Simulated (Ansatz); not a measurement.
CH3BF2Si. Charge 0, multiplicity 1. The bonds changed during the relaxation, so this is another structure than the one it started from. All single points use the PBE0-D4/def2-TZVP geometry.

```xyz
8

F     2.460    0.321    0.793
C     1.159    0.098    0.621
B     0.476    0.242   -0.658
Si   -1.327   -0.185   -0.379
F    -1.902   -0.611    1.043
H     0.717   -0.199    1.572
H     0.926    0.563   -1.713
H    -2.509   -0.229   -1.279
```

(1) What is the dipole moment at ωB97M-V/def2-TZVPP? (An estimate is asked.)

(2) And with PBE, r2SCAN, B3LYP? (Best estimate.)

(3) Give the Mulliken charges with ωB97M-V, B3LYP, r2SCAN in def2-TZVPP. (Estimate.)

## Answers

(1) The calculation gave: 2.74 D, with components (-2.68, -0.46, -0.37) D in this frame, pointing from negative to positive charge.

(2) Ansatz gave: PBE 2.07 D, r2SCAN 2.20 D, B3LYP 2.41 D.

(3) Ansatz gave: 
```
atom  ωB97M-V  B3LYP  r2SCAN
  F1    -0.17  -0.17   -0.16
  C2     0.12   0.16    0.18
  B3    -0.32  -0.26   -0.31
 Si4     0.44   0.46    0.55
  F5    -0.28  -0.29   -0.29
  H6     0.11   0.11    0.09
  H7     0.09   0.04    0.02
  H8     0.00  -0.05   -0.06
```

B3LYP here is the variant with VWN-RPA as its local correlation; programs differ in this.
